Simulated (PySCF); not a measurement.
# PtH at UHF-CCSD(T)

Computed with UHF-CCSD(T); PySCF, scalar-relativistic core potentials, basis sets H def2-TZVPP, Pt def2-TZVPP with ECP60.

```
state                             : ²Σ⁺ (doublet), unpaired electrons σ ↑
bond length                       : 1.511 Å
harmonic wavenumber               : 2410 cm⁻¹
force constant                    : 3.43 mdyn/Å
rotational constant Be            : 7.365 cm⁻¹
anharmonicity ωexe                : 39.0 cm⁻¹
vibration–rotation constant αe    : 0.200 cm⁻¹
well depth De to H + Pt (5d9 6s1) : 3.55 eV
dissociation energy D0            : 3.40 eV
```

Correlated steps freeze no core orbitals. Spin–orbit coupling is left out, which matters for elements this heavy, above all for dissociation energies. The state is the lowest single determinant that the PBE0 search found; with open d or f shells the true ground state can be another one.
